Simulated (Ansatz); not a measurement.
Consider the cleavage of the Si–In bond: `[CH3][In]([CH3])[SiH3]` + `NCF` → `FCN[SiH3]` + `[CH3][InH][CH3]`.

Computed with Ansatz on PBE0-D4/def2-TZVP structures; ΔE is electronic, products minus reactants. CCSD(T)/CBS is the MP2 limit (def2-TZVPP, def2-QZVPP) plus CCSD(T) − MP2 in def2-TZVPP, frozen cores. DFT in def2-TZVPP. HSE06 is defined as in plane-wave codes. def2 core potentials past Kr. For In outer-core shells are correlated without core-valence functions, which leaves a few kJ/mol of doubt a bond. One conformer a species, not always the lowest.

```tsv
level	ΔE (kJ/mol)	difference from CCSD(T)/CBS
revPBE-D4	3.5	9.3
BHLYP-D4	-11.9	-6.1
CAM-B3LYP-D4	-14.1	-8.3
ωB97X-V	-9.7	-3.9
PBE-QIDH	-4.0	1.8
BLYP	-0.6	5.2
r2SCAN	-2.6	3.2
HSE06	4.4	10.2
BHLYP	-12.9	-7.1
LC-ωPBE	-7.2	-1.4
RPA@PBE/def2-TZVPP	-9.5	-3.7
MP2/def2-TZVPP	-9.7	-3.9
CCSD(T)/def2-TZVPP	-7.1	-1.3
HF/def2-QZVPP	-23.4	-17.6
SCS-MP2/def2-QZVPP	-13.3	-7.5
MP2/CBS(def2)	-8.4	-2.6
CCSD(T)/CBS	-5.8	0
```

Largest T1 diagnostic among the species: 0.012.

In def2-TZVPP, CCSD(T) changes the Hartree–Fock value by +14.6 kJ/mol (the triples alone add +1.8 kJ/mol) and MP2 by +12.1 kJ/mol. At CCSD(T), def2-SVP lies +3.9 kJ/mol from the extrapolated value and def2-TZVPP −1.3 kJ/mol. From PBE to PBE0 (25 % exact exchange), in def2-TZVPP and without D4, ΔE moves by −5.3 kJ/mol.

CCSD(T)/CBS has its own doubt, a few kJ/mol and more with outer-core shells, so smaller differences from it don't rank the levels.
